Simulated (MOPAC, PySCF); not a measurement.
H₃B, SMILES `B`, neutral singlet in the gas phase. 

Z-matrix (Å, degrees):
```
B
H 1 1.2065
H 1 1.2065 2 120.00
H 1 1.2065 2 120.00 3 179.94
```
Charge 0, spin multiplicity 1.

All levels are single points at this geometry (PBE0-D4/def2-SVP); Pople sets use spherical d functions. Orbital energies aren't observables, and empty levels follow the basis.

PBE/6-31G* in PySCF gives HOMO (eV) = -8.26.

Question: Estimate the HOMO (eV) from each of these levels: B3LYP-D3(BJ)/def2-TZVP in PySCF; PBE-D3(BJ)/def2-TZVP in PySCF; PBE0-D4/def2-TZVP in PySCF; B3LYP/6-311+G** in PySCF; B3LYP/6-31G* in PySCF; M06-2X/6-31G* in PySCF; HF/3-21G in PySCF; HF/STO-3G in PySCF; AM1 in MOPAC; PM3 in MOPAC; PM6 in MOPAC; PM7 in MOPAC.

Answer: 
```csv
level,HOMO (eV)
B3LYP-D3(BJ)/def2-TZVP in PySCF,-9.70
PBE-D3(BJ)/def2-TZVP in PySCF,-8.44
PBE0-D4/def2-TZVP in PySCF,-9.88
B3LYP/6-311+G** in PySCF,-9.70
B3LYP/6-31G* in PySCF,-9.53
M06-2X/6-31G* in PySCF,-11.12
HF/3-21G in PySCF,-13.51
HF/STO-3G in PySCF,-12.46
AM1 in MOPAC,-11.80
PM3 in MOPAC,-13.50
PM6 in MOPAC,-11.65
PM7 in MOPAC,-11.96
```
